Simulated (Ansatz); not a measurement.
ClH5N2Si2. Charge 0, multiplicity 1. The bonds changed during the relaxation, so this is another structure than the one it started from.

```xyz
10

N     1.0837    0.2219    1.8239
Si    1.3632    0.3050    0.1103
Cl    1.2653   -1.7533   -0.6048
N    -0.3931    0.6039   -0.3736
Si   -1.3754   -0.1124   -1.4788
H     0.4825   -0.4859    2.2245
H     1.8824    0.3836    2.4176
H    -0.7711    1.4161    0.1056
H    -0.9311   -1.1920   -2.3630
H    -2.6064    0.6131   -1.8617
```

Question: What are the harmonic wavenumbers in cm⁻¹ at PBE0-D4/def2-TZVP (Ansatz, finite differences of forces, unscaled)? (An estimate is asked.)

Answer: Ansatz gave: 87, 121, 182, 204, 283, 301, 360, 384, 443, 483, 514, 656, 708, 803, 825, 925, 1005, 1128, 1576, 2259, 2356, 3552, 3554, 3667.

Question: Is this a minimum?

Answer: Yes, all 24 modes are real.

Question: Give the ideal-gas thermochemistry at 298.15 K and 1 bar (rigid rotor, harmonic oscillator; point group C1, symmetry number 1).

Answer: Zero-point energy 157.8 kJ/mol; H(298) − E = 181.7 kJ/mol; entropy 369.4 J/(mol·K), of which translation 169.0, rotation 117.7, vibration 82.7; G(298) − E = 71.6 kJ/mol. Modes under 100 cm⁻¹ are hindered rotations or soft bends, so the harmonic entropy is rough.
